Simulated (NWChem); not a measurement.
Species: SiN₂H₅Cl; SMILES N[SiH](N)Cl

```xyz
9

Si     0.0192    -0.4086     0.3845
N     -1.4956    -0.8967    -0.2485
N      1.2168    -1.4218    -0.2949
Cl     0.1246     1.6211    -0.1063
H      0.2459    -0.4482     1.8556
H     -2.2710    -0.2469    -0.2905
H     -1.8001    -1.8601    -0.1712
H      1.2568    -1.5636    -1.2984
H      2.1332    -1.4902     0.1324
```
Atoms are numbered in this order, from 1.

Computed with NWChem. Geometry: optimised at PBE0/def2-SVP.

Q: Order these by “dipole (D)”, lowest first: TPSS/cc-pVDZ; TPSS/aug-cc-pVDZ; TPSS/cc-pVTZ.

A: TPSS/aug-cc-pVDZ (2.17), TPSS/cc-pVTZ (2.25), TPSS/cc-pVDZ (2.45)
